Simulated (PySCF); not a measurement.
C₂H₄N₃ (SMILES c1n[nH]c[nH+]1), charge +1, singlet, geometry from GFN2-xTB. Base run: PBE0/STO-3G run with PySCF.

Here is a job for PySCF.
```python
from pyscf import gto, scf, dft

mol = gto.M(
    atom='''
C    -0.724390   -0.872889   -0.091291
N     0.557627   -1.037052   -0.152594
N     1.090456    0.169740   -0.011798
C     0.151676    1.090370    0.137475
N    -1.016741    0.448475    0.090126
H    -1.444037   -1.664184   -0.172088
H     2.100373    0.283806   -0.028351
H     0.299700    2.146388    0.270583
H    -1.939149    0.860963    0.172623
''',
    basis='sto-3g',
    charge=1,
    spin=0,
    verbose=4,
)

mf = dft.RKS(mol)
mf.xc = 'pbe0'
mf.kernel()
```

Each row names what was changed in the base input (with any setting that the change needs).

```json
[
 {"change": "base", "ΔE vs base (µEh)": "0.0", "grid points": "109176", "electrons on the grid": "35.99999"},
 {"change": "grids.atom_grid = (50, 194)", "ΔE vs base (µEh)": "12.9", "grid points": "58888", "electrons on the grid": "35.99999"},
 {"change": "grids.radi_method = gauss_chebyshev", "ΔE vs base (µEh)": "0.1", "grid points": "106872", "electrons on the grid": "35.99999"},
 {"change": "grids.prune = dft.gen_grid.sg1_prune", "ΔE vs base (µEh)": "3.7", "grid points": "48832", "electrons on the grid": "36.00006"},
 {"change": "grids.becke_scheme = stratmann", "ΔE vs base (µEh)": "0.8", "grid points": "109176", "electrons on the grid": "36.00000"},
 {"change": "small_rho_cutoff = 0", "ΔE vs base (µEh)": "0.0", "grid points": "109176", "electrons on the grid": "35.99999"},
 {"change": "grids.level = 2", "ΔE vs base (µEh)": "0.1", "grid points": "76880", "electrons on the grid": "35.99999"},
 {"change": "grids.level = 1", "ΔE vs base (µEh)": "3.0", "grid points": "35608", "electrons on the grid": "36.00001"},
 {"change": "grids.atom_grid = (30, 110)", "ΔE vs base (µEh)": "-403", "grid points": "22128", "electrons on the grid": "36.00068"},
 {"change": "grids.radi_method = delley", "ΔE vs base (µEh)": "0.2", "grid points": "116704", "electrons on the grid": "35.99999"},
 {"change": "grids.prune = off", "ΔE vs base (µEh)": "0.0", "grid points": "173656", "electrons on the grid": "35.99999"}
]
```
